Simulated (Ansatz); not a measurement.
Input and output for the cluster Ga₂H⁻ (the lowest singlet isomer of a short search).

```yaml
crystal:
  periodic: [false, false, false]
  atoms:
    - {symbol: Ga, position_ang: [-0.262721, -0.119151, -0.109602]}
    - {symbol: Ga, position_ang: [1.313217, 0.737465, 1.567169]}
    - {symbol: H, position_ang: [-1.050496, -0.618314, -1.457566]}
basis:
  gaussian: {orbitals: 6-31G, point_charges: [{charge: 0.50, position_ang: [5.537, -0.998, -0.391]}]}
total_charge: -1
magnetization: {spin_polarized: true, initial_magnetization: 0}
hamiltonian: {xc: {name: revPBE0}, dispersion: d3bj}
scf: {omitted_lower_state_checks: [starts]}
output: {forces: true}
```

```sh
$ ansatz run in.yaml --threads 4 --pin off --events-out ev --progress --plain --max-ram 3916MiB
```

Output, abridged:

```
Functional definition: revPBE0
532 factors; integrals over basis functions are off by at most 4.5e-4 eV
mean field evaluation 1: about -104745.8629 eV, gradient 1.3e1 eV
mean field evaluation 2: about -104745.2413 eV, gradient 1.6e1 eV
mean field evaluation 4: about -104746.4980 eV, gradient 5.5e-1 eV
mean field evaluation 8: about -104746.5031 eV, gradient 5.6e-3 eV
mean field evaluation 16: about -104746.5031 eV, gradient 2.1e-4 eV
mean field evaluation 32: about -104746.8531 eV, gradient 7.1e-5 eV
mean field -104746.85310954 eV, -3849.3758518084 hartree, gradient 1.5e-8 eV, S^2 0.989826; 1 other end points of the search recorded, 0 dependent functions left out
reference -104746.85314024 eV, -3849.3758529368 hartree; 32, 32 occupied and 28, 28 virtual orbitals, 532 factors
Total energy: -104746.95453391 eV, -3849.3795790852 hartree
Atom 0 at    -0.262721    -0.119151    -0.109602 Å, force    -0.008635    -0.109236    -0.129501 eV/Å
Atom 1 at     1.313217     0.737465     1.567169 Å, force     0.312670     0.030438     0.093433 eV/Å
Atom 2 at    -1.050496    -0.618314    -1.457566 Å, force    -0.059088    -0.001158    -0.048034 eV/Å
Dipole moment:    -0.309101    -0.001630    -0.083257 e Å
Checks for a lower state left out: starts
```

Run time 2.5 s (4 threads of Arm Neoverse V2 on a shared host).

The 6-31G sets use Cartesian d functions. The highest occupied level of an anion often lies above zero with these methods, and sets without diffuse functions describe the outer electron poorly. The unrestricted singlet has broken spin symmetry (⟨S²⟩ up to 0.99).

The dipole of an ion depends on the origin.
